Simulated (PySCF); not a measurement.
# Computed records: BH3N2Si, BH3NOSi

Calculation on a computer-drawn molecule: optimised geometry and harmonic frequencies of an isolated molecule of the commonest isotopes, restricted reference for singlets and unrestricted otherwise, frozen core in MP2. Program: PySCF 2.14.0.

Common to all runs: basis cc-pV(D+d)Z.

```yaml
- entry: 1
  formula: BH3N2Si
  start_structure:
    atoms_angstrom:
      - ["N", -1.8918, 2.4106, 2.1006]
      - [B, -0.991, 1.6386, 1.7732]
      - ["N", 0.0502, 0.764, 1.3882]
      - [Si, 0.3098, -0.8913, 1.8363]
      - [H, -2.6226, 3.0071, 2.3773]
      - [H, 0.7265, 1.1737, 0.7678]
      - [H, -0.9155, -1.0005, 2.7206]
  given:
    charge: 0
    multiplicity: 1
    method: MP2
    drawn_bonds_atom: [1, 2, 3, 1, 3, 4]
    drawn_bonds_other_atom: [2, 3, 4, 5, 6, 7]
    drawn_bonds_order: [2, 1, 1, 1, 1, 1]
  results:
    optimised_atom_element: ["N", B, "N", Si, H, H, H]
    "optimised_atom_x [angstrom]": [-1.906, -0.9831, 0.07389, 0.3096, -2.658, 0.7647, -0.9355]
    "optimised_atom_y [angstrom]": [2.414, 1.634, 0.7552, -0.9135, 3.002, 1.165, -0.9537]
    "optimised_atom_z [angstrom]": [2.109, 1.77, 1.375, 1.845, 2.404, 0.7449, 2.717]
    "modes_frequency [cm^-1]": [155.0, 169.8, 267.7, 363.6, 467.1, 484.4, 705.9, 726.3, 912.2, 1005, 1269, 2018, 2100, 3600, 3905]
    "modes_reduced_mass [dalton]": [5.67, 1.887, 1.22, 1.97, 1.888, 3.188, 4.463, 1.066, 1.305, 3.046, 1.431, 7.8, 1.05, 1.074, 1.101]
    "rotational_constants [GHz]": [33.42, 2.787, 2.572]
    "total_energy [hartree]": -424.7811
    "convergence_status_largest_gradient_component [hartree/bohr]": 2.651e-05
- entry: 2
  formula: BH3NOSi
  start_structure:
    atoms_angstrom:
      - ["N", 1.0901, 1.9576, -2.0266]
      - [B, 0.6807, 1.0126, -1.3611]
      - [O, 0.2687, 0.002, -0.5901]
      - [Si, -0.265, -1.1694, 0.2672]
      - [H, 1.4241, 2.718, -2.6001]
      - [H, -1.6198, -1.0086, 0.8113]
      - [H, 0.7014, -2.1945, 0.4473]
  given:
    charge: 1
    multiplicity: 1
    method: HF
    drawn_bonds_atom: [1, 2, 3, 1, 4, 4]
    drawn_bonds_other_atom: [2, 3, 4, 5, 6, 7]
    drawn_bonds_order: [2, 1, 1, 1, 1, 1]
  results:
    optimised_atom_element: ["N", B, O, Si, H, H, H]
    "optimised_atom_x [angstrom]": [1.004, 0.8097, 0.5735, -0.2108, 1.183, -1.563, 0.484]
    "optimised_atom_y [angstrom]": [1.992, 0.9834, -0.1452, -1.144, 2.807, -0.8081, -2.368]
    "optimised_atom_z [angstrom]": [-2.02, -1.377, -0.6487, 0.2529, -2.549, 0.6731, 0.6162]
    "modes_frequency [cm^-1]": [63.45, 134.9, 462.6, 485.2, 573.4, 597.5, 681.8, 747.1, 802.0, 1024, 1325, 2250, 2450, 2506, 4047]
    "modes_reduced_mass [dalton]": [4.712, 2.165, 10.17, 10.58, 1.129, 1.139, 4.499, 1.357, 1.163, 1.079, 13.35, 7.872, 1.026, 1.063, 1.108]
    "rotational_constants [GHz]": [99.66, 2.574, 2.509]
    "total_energy [hartree]": -444.4655
    "convergence_status_largest_gradient_component [hartree/bohr]": 1.682e-05
- entry: 3
  formula: BH3NOSi
  start_structure:
    atoms_angstrom:
      - ["N", 1.0036, 1.9925, -2.0197]
      - [B, 0.8097, 0.9834, -1.3766]
      - [O, 0.5735, -0.1452, -0.6487]
      - [Si, -0.2108, -1.1443, 0.2529]
      - [H, 1.1835, 2.8073, -2.5494]
      - [H, -1.5633, -0.8081, 0.6731]
      - [H, 0.484, -2.3679, 0.6162]
  given:
    charge: 1
    multiplicity: 1
    method: MP2
    drawn_bonds_atom: [1, 2, 3, 1, 4, 4]
    drawn_bonds_other_atom: [2, 3, 4, 5, 6, 7]
    drawn_bonds_order: [2, 1, 1, 1, 1, 1]
  results:
    optimised_atom_element: ["N", B, O, Si, H, H, H]
    "optimised_atom_x [angstrom]": [0.9316, 0.8742, 0.799, -0.1818, 1.013, -1.517, 0.3617]
    "optimised_atom_y [angstrom]": [1.996, 0.9212, -0.282, -1.136, 2.857, -0.6267, -2.411]
    "optimised_atom_z [angstrom]": [-1.989, -1.371, -0.6743, 0.2357, -2.5, 0.5524, 0.6948]
    "modes_frequency [cm^-1]": [90.4, 171.8, 361.5, 386.5, 517.3, 535.5, 662.6, 719.1, 749.3, 972.2, 1197, 2075, 2378, 2445, 3837]
    "modes_reduced_mass [dalton]": [4.774, 1.524, 6.947, 6.438, 1.177, 1.168, 2.271, 1.94, 1.156, 1.081, 13.45, 7.988, 1.027, 1.063, 1.106]
    "rotational_constants [GHz]": [59.25, 2.654, 2.54]
    "total_energy [hartree]": -444.9629
    "convergence_status_largest_gradient_component [hartree/bohr]": 1.677e-05
- entry: 4
  formula: BH3NOSi
  start_structure:
    atoms_angstrom:
      - ["N", -0.9563, 2.4358, -0.517]
      - [B, -0.4395, 1.5923, -1.272]
      - [O, 0.1481, 0.5428, -1.824]
      - [Si, 0.858, -0.6761, -2.5219]
      - [H, -1.3896, 3.2071, -0.3188]
      - [H, 2.0794, -0.1382, -3.1354]
      - [H, -0.0403, -1.2325, -3.4851]
  given:
    charge: 0
    multiplicity: 2
    method: HF
    drawn_bonds_atom: [1, 2, 3, 1, 4, 4]
    drawn_bonds_other_atom: [2, 3, 4, 5, 6, 7]
    drawn_bonds_order: [2, 1, 1, 1, 1, 1]
  results:
    optimised_atom_element: ["N", B, O, Si, H, H, H]
    "optimised_atom_x [angstrom]": [-0.8494, -0.6252, -0.3856, 0.8172, -1.053, 2.046, 0.3094]
    "optimised_atom_y [angstrom]": [2.467, 1.514, 0.4898, -0.6137, 3.234, 0.1045, -1.465]
    "optimised_atom_z [angstrom]": [-0.6015, -1.348, -2.146, -2.486, -0.02278, -2.892, -3.579]
    "modes_frequency [cm^-1]": [60.82, 109.2, 300.4, 342.3, 528.3, 539.0, 674.8, 772.1, 872.8, 1000, 1210, 2191, 2302, 2332, 4118]
    "modes_reduced_mass [dalton]": [1.413, 6.059, 1.407, 1.365, 3.692, 3.991, 5.057, 1.231, 1.206, 1.058, 10.6, 7.502, 1.048, 1.052, 1.101]
    "rotational_constants [GHz]": [54.93, 2.68, 2.586]
    "total_energy [hartree]": -444.7332
    spin_squared: 0.7531
    "convergence_status_largest_gradient_component [hartree/bohr]": 1.98e-05
- entry: 5
  formula: BH3NOSi
  start_structure:
    atoms_angstrom:
      - ["N", -0.8494, 2.4671, -0.6015]
      - [B, -0.6252, 1.514, -1.3476]
      - [O, -0.3856, 0.4898, -2.146]
      - [Si, 0.8172, -0.6137, -2.4855]
      - [H, -1.0528, 3.2345, -0.0228]
      - [H, 2.0461, 0.1045, -2.8915]
      - [H, 0.3094, -1.465, -3.5793]
  given:
    charge: 0
    multiplicity: 2
    method: MP2
    drawn_bonds_atom: [1, 2, 3, 1, 4, 4]
    drawn_bonds_other_atom: [2, 3, 4, 5, 6, 7]
    drawn_bonds_order: [2, 1, 1, 1, 1, 1]
  results:
    optimised_atom_element: ["N", B, O, Si, H, H, H]
    "optimised_atom_x [angstrom]": [-0.8046, -0.6624, -0.5312, 0.7927, -0.9334, 1.995, 0.4032]
    "optimised_atom_y [angstrom]": [2.46, 1.481, 0.4304, -0.5963, 3.246, 0.2013, -1.491]
    "optimised_atom_z [angstrom]": [-0.608, -1.38, -2.215, -2.467, -0.007425, -2.817, -3.58]
    "modes_frequency [cm^-1]": [79.1, 108.9, 125.3, 226.7, 474.4, 493.3, 667.0, 732.5, 822.9, 953.1, 1100, 2059, 2253, 2295, 3920]
    "modes_reduced_mass [dalton]": [1.338, 6.667, 1.567, 1.495, 2.72, 2.852, 4.023, 1.29, 1.224, 1.06, 10.22, 8.273, 1.035, 1.053, 1.1]
    "rotational_constants [GHz]": [40.65, 2.764, 2.618]
    "total_energy [hartree]": -445.2328
    spin_squared: 0.7531
    "convergence_status_largest_gradient_component [hartree/bohr]": 1.686e-05
```
